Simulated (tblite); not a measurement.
Compound: C₆H₉ClO.
Atom-mapped SMILES: `[CH2:1]=[C:2]1[CH2:3][C@@H:4]([Cl:5])[C@H:6]1[O:7][CH3:8]` (hydrogens: H9, H10 on C1; H11, H12 on C3; H13 on C4; H14 on C6; H15, H16, H17 on C8)

Structure used (GFN2-xTB), in Å, numbered top down from 1:
```
atom  x, y, z in Å
C1    -1.409    1.072    1.704
C2    -1.074    0.510    0.564
C3    -1.618    0.560   -0.841
C4    -0.391   -0.233   -1.320
Cl5    0.718    0.721   -2.317
C6     0.072   -0.392    0.163
O7     1.333    0.076    0.524
C8     2.382   -0.817    0.231
H9    -2.267    1.718    1.785
H10   -0.826    0.915    2.595
H11   -1.705    1.561   -1.260
H12   -2.562    0.034   -0.978
H13   -0.592   -1.160   -1.856
H14   -0.066   -1.432    0.505
H15    3.293   -0.343    0.590
H16    2.469   -1.002   -0.845
H17    2.237   -1.774    0.747
```

All values are computed: GFN2-xTB (tblite) harmonic vibrations without scaling, gas phase. The method is semi-empirical: single wavenumbers can be off by several per cent or more. One conformer, not necessarily the lowest.

Harmonic wavenumbers (cm⁻¹): 36.2, 112.0, 144.8, 160.5, 208.6, 274.9, 333.0, 371.2, 478.0, 513.4, 640.8, 688.5, 745.8, 869.3, 900.5, 925.2, 959.4, 984.7, 1019.1, 1045.3, 1075.8, 1125.8, 1133.1, 1159.4, 1170.1, 1182.6, 1215.1, 1227.5, 1233.7, 1302.8, 1393.0, 1404.3, 1432.3, 1467.6, 1484.0, 1778.5, 2807.8, 2900.7, 2941.3, 2964.9, 2985.5, 3005.8, 3032.8, 3105.0, 3136.9.

A = 2089, B = 1619, C = 1034 MHz; mass 132.034 u (most abundant isotopes); point group C1, symmetry number 1.

Problem. Zero-point energy?

Solution. ½Σν̃ = 29539 cm⁻¹ = 353.36 kJ/mol.

Problem. What is S at 273.15 K and 1 bar for an ideal gas of classical rigid rotors and harmonic oscillators?

Solution. Translation 167.94, rotation 119.87, vibration 89.75: S = 377.6 J/(mol K).

Problem. And Cp and H(273.15 K) − H(0)?

Solution. Cp = 129.02 J/(mol K), of which vibrations give 95.76 (their classical limit is 45 R = 374.2); H(273.15 K) − H(0) = 22.09 kJ/mol without the zero-point energy, 13.00 from vibrations.

Problem. Blend soft modes into free rotors: weight 1/[1 + (100 cm⁻¹/ν̃)⁴] for the oscillator and the rest for a rotor with moment μB/(μ + B), μ = h/(8π²ν), B = 10⁻⁴⁴ kg m². What vibrational entropy results?

Solution. 82.81 J/(mol K) in place of 89.75, which changes −T·S at 273.15 K by +1.90 kJ/mol.

Problem. How do the functions run with temperature in this model?

Solution. 
```json
{"T (K)": "150", "S (J/(mol K))": "314.7", "Cp (J/(mol K))": "86.3", "H − H(0) (kJ/mol)": "8.92", "G − H(0) (kJ/mol)": "-38.29", "ln q(vib)": "2.49"}
{"T (K)": "250", "S (J/(mol K))": "366.5", "Cp (J/(mol K))": "120.3", "H − H(0) (kJ/mol)": "19.20", "G − H(0) (kJ/mol)": "-72.43", "ln q(vib)": "4.59"}
{"T (K)": "298.15", "S (J/(mol K))": "389.3", "Cp (J/(mol K))": "138.6", "H − H(0) (kJ/mol)": "25.43", "G − H(0) (kJ/mol)": "-90.63", "ln q(vib)": "5.59"}
{"T (K)": "400", "S (J/(mol K))": "435.5", "Cp (J/(mol K))": "177.2", "H − H(0) (kJ/mol)": "41.54", "G − H(0) (kJ/mol)": "-132.65", "ln q(vib)": "7.74"}
{"T (K)": "600", "S (J/(mol K))": "519.4", "Cp (J/(mol K))": "237.3", "H − H(0) (kJ/mol)": "83.37", "G − H(0) (kJ/mol)": "-228.30", "ln q(vib)": "12.00"}
{"T (K)": "900", "S (J/(mol K))": "627.4", "Cp (J/(mol K))": "294.0", "H − H(0) (kJ/mol)": "163.82", "G − H(0) (kJ/mol)": "-400.84", "ln q(vib)": "18.18"}
```

q(vib) and H(0) count from the zero-point level.

Problem. Which modes carry the vibrational entropy at 273.15 K?

Solution. 36.2 cm⁻¹: 22.11; 112.0 cm⁻¹: 12.82; 144.8 cm⁻¹: 10.77; 160.5 cm⁻¹: 9.95; 208.6 cm⁻¹: 7.94; 274.9 cm⁻¹: 5.93 J/(mol K); the other 39 give 20.24 together.

Hindered rotation and anharmonicity are outside this model. Other conformers, if any are populated, would add a mixing term that is left out. The structure is chiral; the term R ln 2 for an equal mix with its mirror image is left out.
